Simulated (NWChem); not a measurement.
System: BiH3TeO2; SMILES [OH][Bi]([OH])[TeH]

Here is an NWChem input.

```
start job
memory heap 200 mb stack 900 mb global 1100 mb
geometry units angstroms noautoz
  Bi    -0.057515     0.974504    -0.246858
  O      0.998233     1.336895     1.521429
  H      1.096974     0.511064     2.015439
  O     -1.960960     1.227102     0.574780
  H     -1.888329     1.215266     1.539414
  Te    -0.080945    -1.900764    -0.036554
  H      1.442069    -1.968573    -0.713728
end
basis spherical
  Bi library def2-svp
  O library def2-svp
  H library def2-svp
  Te library def2-svp
end
ecp
  Te library def2-ecp
  Bi library def2-ecp
end
dft
  xc optx lyp
  iterations 150
  mulliken
end
task dft energy
```

NWChem printed, in part:

```
             Northwest Computational Chemistry Package (NWChem) 7.3.0
             --------------------------------------------------------

 C1  symmetry detected

                             Geometry "geometry" -> ""
                             -------------------------

 Output coordinates in angstroms (scale by  1.889725989 to convert to a.u.)

  No.       Tag          Charge          X              Y              Z
 ---- ---------------- ---------- -------------- -------------- --------------
    1 Bi                  83.0000     0.00272530     0.95594107    -0.24757949
    2 O                    8.0000     1.48784052     1.31350817     1.18047811
    3 H                    1.0000     1.69671888     0.49074549     1.64440042
    4 O                    8.0000    -1.61714501     1.25704718     1.03591298
    5 H                    1.0000    -1.29667651     1.25331137     1.94872188
    6 Te                  52.0000    -0.01670177    -1.91593871     0.00514950
    7 H                    1.0000     1.27668586    -2.02279503    -1.04292707

 Effective nuclear repulsion energy (a.u.)    1350.2299252787

                                 NWChem DFT Module
                                 -----------------

 Summary of "ao basis" -> "ao basis" (spherical)
 ------------------------------------------------------------------------------
       Tag                 Description            Shells   Functions and Types
 ---------------- ------------------------------  ------  ---------------------
 Bi                         def2-svp                10       26   4s4p2d
 O                          def2-svp                 6       14   3s2p1d
 H                          def2-svp                 3        5   2s1p
 Te                         def2-svp                10       26   4s4p2d

            General Information
            -------------------
          SCF calculation type: DFT
          Wavefunction type:  closed shell.
          No. of atoms     :     7
          No. of electrons :    66
           Alpha electrons :    33
            Beta electrons :    33
          Charge           :     0
          Spin multiplicity:     1
          Use of symmetry is: off; symmetry adaption is: off
          Maximum number of iterations: 150
          AO basis - number of functions:    95
                     number of shells:    41
          Convergence on energy requested:  1.00D-06
          Convergence on density requested:  1.00D-05
          Convergence on gradient requested:  5.00D-04

              XC Information
              --------------
                        Slater Exchange Functional  1.052 local
                      OPTX     Exchange Functional  1.432 non-local
              Lee-Yang-Parr Correlation Functional  1.000

             Grid Information
             ----------------
          Grid used for XC integration:  medium
          Radial quadrature: Mura-Knowles
          Angular quadrature: Lebedev.
          Tag              B.-S. Rad. Rad. Pts. Rad. Cut. Ang. Pts.
          ---              ---------- --------- --------- ---------
          Bi                  1.60      123          10.0       590
          O                   0.60       49          12.0       434
          H                   0.35       45          12.0       434
          Te                  1.40      123          11.0       590
          Grid pruning is: on
          Number of quadrature shells:   479
          Spatial weights used:  Erf1

      Superposition of Atomic Density Guess
      -------------------------------------

 Sum of atomic energies:        -707.52287579

      Non-variational initial energy
      ------------------------------

 Total energy =    -631.727502
 1-e energy   =   -1648.595500
 2-e energy   =     715.441296
 HOMO         =      -0.259423
 LUMO         =      -0.009974

     ---------------------------------------------
      Total Density - Mulliken Population Analysis
     ---------------------------------------------

    Atom       Charge   Shell Charges
 -----------   ------   -------------------------------------------------------
    1 Bi  23    21.41   2.92 -0.87  1.21  0.63  4.71  1.26  0.86  0.59  9.76  0.34
    2 O    8     8.96   1.99  1.11  0.70  3.08  2.07  0.00
    3 H    1     0.68   0.53  0.09  0.06
    4 O    8     8.96   1.99  1.11  0.70  3.08  2.07  0.00
    5 H    1     0.67   0.53  0.08  0.06
    6 Te  24    24.45   1.77  0.27  1.20  0.66  2.87  3.16  2.18  2.30  9.84  0.19
    7 H    1     0.87   0.56  0.29  0.02

   convergence    iter        energy       DeltaE   RMS-Dens  Diis-err
 ---------------- ----- ----------------- --------- --------- ---------
 d= 0,ls=0.0,diis     1   -635.0885941276 -9.37D+02  4.22D-02  1.22D+00
 d= 0,ls=0.0,diis     2   -633.1232501356  1.97D+00  3.33D-02  1.55D+01
 d= 0,ls=0.0,diis     3   -635.2098934520 -2.09D+00  1.03D-02  3.25D-01
 d= 0,ls=0.0,diis     4   -635.2243634691 -1.45D-02  4.49D-03  2.90D-01
 d= 0,ls=0.0,diis     5   -635.2571868272 -3.28D-02  2.22D-03  2.90D-02
  Resetting Diis
 d= 0,ls=0.0,diis     6   -635.2606126825 -3.43D-03  8.70D-04  4.87D-03
 d= 0,ls=0.0,diis     7   -635.2614440850 -8.31D-04  5.49D-04  1.71D-04
 d= 0,ls=0.0,diis     8   -635.2612706760  1.73D-04  3.41D-04  1.40D-03
 d= 0,ls=0.0,diis     9   -635.2614739712 -2.03D-04  6.17D-05  1.67D-05
 d= 0,ls=0.0,diis    10   -635.2614768909 -2.92D-06  1.70D-05  3.34D-06
 d= 0,ls=0.0,diis    11   -635.2614773278 -4.37D-07  4.06D-06  2.47D-07

         Total DFT energy =     -635.261477327770
      One electron energy =    -1652.008976982537
           Coulomb energy =      772.098131659430
    Exchange-Corr. energy =      -56.777333900753
 Nuclear repulsion energy =      301.426701896090

 Numeric. integr. density =       65.999968902411

                       DFT Final Molecular Orbital Analysis
                       ------------------------------------

 Vector   31  Occ=2.000000D+00  E=-2.346085D-01
              MO Center=  7.7D-01,  1.2D+00,  1.1D+00, r^2= 2.7D+00
   Bfn.  Coefficient  Atom+Function         Bfn.  Coefficient  Atom+Function
  ----- ------------  ---------------      ----- ------------  ---------------
    30      0.403823  2 O  px                32     -0.361909  2 O  pz
    33      0.312836  2 O  px                35     -0.273440  2 O  pz
    49      0.266733  4 O  px                52      0.212401  4 O  px
    50     -0.114962  4 O  py                31     -0.105546  2 O  py
    76     -0.091096  6 Te py                53     -0.090430  4 O  py

 Vector   32  Occ=2.000000D+00  E=-2.158004D-01
              MO Center= -6.6D-01,  4.7D-03,  4.4D-01, r^2= 5.1D+00
   Bfn.  Coefficient  Atom+Function         Bfn.  Coefficient  Atom+Function
  ----- ------------  ---------------      ----- ------------  ---------------
    50      0.416810  4 O  py                76      0.391964  6 Te py
    53      0.325883  4 O  py                79      0.322229  6 Te py
    12     -0.209069  1 Bi py                 3     -0.170737  1 Bi s
    73     -0.151100  6 Te py                49      0.131408  4 O  px
     4     -0.123774  1 Bi s                 70     -0.118352  6 Te py

 Vector   33  Occ=2.000000D+00  E=-1.900897D-01
              MO Center=  7.4D-02, -1.6D+00,  5.3D-02, r^2= 3.1D+00
   Bfn.  Coefficient  Atom+Function         Bfn.  Coefficient  Atom+Function
  ----- ------------  ---------------      ----- ------------  ---------------
    77      0.436547  6 Te pz                80      0.419284  6 Te pz
    75      0.358808  6 Te px                78      0.328391  6 Te px
    74     -0.172825  6 Te pz                72     -0.141071  6 Te px
    71     -0.134787  6 Te pz                69     -0.110082  6 Te px
    31      0.108451  2 O  py                34      0.093769  2 O  py

 Vector   34  Occ=0.000000D+00  E=-7.153022D-02
              MO Center= -1.8D-03, -4.7D-02, -1.4D-01, r^2= 6.1D+00
   Bfn.  Coefficient  Atom+Function         Bfn.  Coefficient  Atom+Function
  ----- ------------  ---------------      ----- ------------  ---------------
    15      0.660390  1 Bi py                79      0.612358  6 Te py
    12      0.506677  1 Bi py                76      0.329649  6 Te py
     6     -0.233577  1 Bi py                92      0.193490  7 H  s
     3     -0.184696  1 Bi s                  4     -0.179399  1 Bi s
    68      0.172065  6 Te s                 78     -0.158716  6 Te px

 Vector   35  Occ=0.000000D+00  E=-5.501752D-02
              MO Center=  3.6D-02,  7.7D-01, -2.1D-01, r^2= 4.3D+00
   Bfn.  Coefficient  Atom+Function         Bfn.  Coefficient  Atom+Function
  ----- ------------  ---------------      ----- ------------  ---------------
    14      0.695495  1 Bi px                11      0.473298  1 Bi px
    48      0.351550  4 O  s                 29     -0.290132  2 O  s
     5     -0.229153  1 Bi px                32      0.193232  2 O  pz
    35      0.182329  2 O  pz                20     -0.147970  1 Bi d  1
    92     -0.140462  7 H  s                 61     -0.137871  5 H  s

 Vector   36  Occ=0.000000D+00  E=-4.054954D-02
              MO Center=  5.1D-02,  6.9D-01,  4.2D-02, r^2= 4.7D+00
   Bfn.  Coefficient  Atom+Function         Bfn.  Coefficient  Atom+Function
  ----- ------------  ---------------      ----- ------------  ---------------
    16      0.679002  1 Bi pz                 3      0.466964  1 Bi s
    13      0.409571  1 Bi pz                29     -0.346837  2 O  s
    49     -0.250377  4 O  px                52     -0.240920  4 O  px
    30      0.238366  2 O  px                48     -0.234524  4 O  s
    33      0.231012  2 O  px                 1     -0.227459  1 Bi s

     ---------------------------------------------
      Total Density - Mulliken Population Analysis
     ---------------------------------------------

    Atom       Charge   Shell Charges
 -----------   ------   -------------------------------------------------------
    1 Bi  23    22.16   2.94 -0.86  1.44  0.36  4.72  1.28  1.36  0.72  9.73  0.47
    2 O    8     8.48   1.99  1.09  0.72  2.81  1.86  0.01
    3 H    1     0.83   0.69  0.08  0.07
    4 O    8     8.47   1.99  1.09  0.72  2.81  1.86  0.01
    5 H    1     0.84   0.69  0.08  0.07
    6 Te  24    24.21   1.77  0.28  1.36  0.53  2.88  3.15  2.22  1.96  9.81  0.24
    7 H    1     1.00   0.69  0.30  0.02

     -------------------------------------------
      Total Density - Lowdin Population Analysis
     -------------------------------------------

    Atom       Charge   Shell Charges
 -----------   ------   -------------------------------------------------------
    1 Bi  23    22.31   1.48  0.48  1.11  0.71  4.07  1.67  1.44  1.00  9.34  1.00
    2 O    8     8.33   1.97  0.93  0.66  2.67  2.08  0.01
    3 H    1     0.95   0.57  0.19  0.19
    4 O    8     8.33   1.97  0.93  0.66  2.67  2.08  0.01
    5 H    1     0.95   0.57  0.19  0.19
    6 Te  24    24.09   1.23  0.75  1.06  0.74  2.74  3.18  2.13  2.18  9.55  0.52
    7 H    1     1.05   0.60  0.40  0.05

     Multipole analysis of the density
     ---------------------------------

     L   x y z        total         alpha         beta         nuclear
     -   - - -        -----         -----         ----         -------
     0   0 0 0     -0.000000    -33.000000    -33.000000     66.000000

     1   1 0 0      0.350315     -0.112205     -0.112205      0.574726
     1   0 1 0      0.079161      3.545192      3.545192     -7.011224
     1   0 0 1     -0.457288    -14.128130    -14.128130     27.798972

     2   2 0 0    -53.508047   -106.795210   -106.795210    160.082373
     2   1 1 0     -1.169165      5.085092      5.085092    -11.339349
     2   1 0 1     -1.264676      0.147433      0.147433     -1.559542
     2   0 2 0    -52.236439   -278.708052   -278.708052    505.179665
     2   0 1 1     -2.428124    -41.389979    -41.389979     80.351835
     2   0 0 2    -46.868447    -74.737662    -74.737662    102.606877
```

Level: OLYP/def2-SVP with def2 effective core potentials on Te, Bi. Structure relaxed at the PBE0/def2-SVP level. def2 effective core potentials on Te, Bi; no spin-orbit coupling.
